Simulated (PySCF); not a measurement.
Harmonic spectrum computed at B3LYP in the def2-TZVP basis family (core potentials from Rb on, PySCF, no spin–orbit coupling):

```csv
symmetry,ω (cm⁻¹),IR (km/mol)
a1,46,5.2
a1,349,9.3
b2,398,143
```

Problem. Which molecule gave it? In each, all ligands are bound to the one heavy central atom.
A. ZrCl₂ (triplet)
B. FeCl₂ (quintet)
C. MgCl₂ (singlet)
D. CoCl₂ (quartet)

Solution. A. It has C2v symmetry with Zr–Cl 2.369 Å (×2).
